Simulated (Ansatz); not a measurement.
Total energies of CH$_{2}$GeN, SMILES `N#[C][GeH2]` radical.

Cartesian coordinates in Å:
```
N 0.5022 -2.0252 -0.9319
C 0.1696 -1.0171 -0.4791
Ge -0.5231 0.6156 0.2340
H -0.2272 0.6461 1.7386
H 0.0786 1.7806 -0.5616
```

The species carries charge 0 and has multiplicity 2. Correlated methods include outer-core shells of Ge, which these sets cover unevenly. Scalar relativity is left out up to krypton. The structure was optimised at the PBE0-D4/def2-TZVP level. Basis def2-TZVPP, Ansatz 0.2.0.

RPA on PBE orbitals: Hartree–Fock energy of these orbitals -2168.79570 Eh, correlation -0.89993 Eh (frozen core).

| functional | energy without D4 (Eh) | D4 term (kJ/mol) |
| --- | --- | --- |
| LDA (SPW92) | -2167.05869 | – |
| revPBE | -2170.85313 | -23.2 |
| BLYP | -2171.07153 | -17.5 |
| r2SCAN | -2170.97231 | -1.8 |
| B97M-V | -2170.63693 | – |
| PBE0 | -2170.65839 | -6.6 |
| B3LYP | -2171.08430 | -12.9 |
| r2SCANh | -2170.95780 | -1.9 |
| r2SCAN0 | -2170.93717 | -2.1 |
| HSE06 (plane-wave form) | -2170.65419 | -6.1 |
| BHLYP | -2170.95982 | -10.3 |
| ωB97X-V | -2170.81105 | – |
| B2PLYP | -2170.59667 | – |
| PBE-QIDH | -2170.31501 | – |

(1) Give the same for PBE, CAM-B3LYP, LC-ωPBE, ωB97M-V. (An estimate is asked.)

B3LYP takes the VWN-RPA correlation (the form of Gaussian; ORCA's B3LYP/G). HSE06 is the plane-wave form, built on full-range PBE exchange. The double hybrids freeze the cores in their second-order part.

Results:

(1) The calculation gave: 
```json
{"functional": "PBE", "energy without D4 (Eh)": "-2170.60510", "D4 term (kJ/mol)": "-7.8"}
{"functional": "CAM-B3LYP", "energy without D4 (Eh)": "-2171.10986", "D4 term (kJ/mol)": "-6.7"}
{"functional": "LC-ωPBE", "energy without D4 (Eh)": "-2170.68786", "D4 term (kJ/mol)": "–"}
{"functional": "ωB97M-V", "energy without D4 (Eh)": "-2170.88834", "D4 term (kJ/mol)": "–"}
```

LC-ωPBE has ω = 0.4 bohr⁻¹.
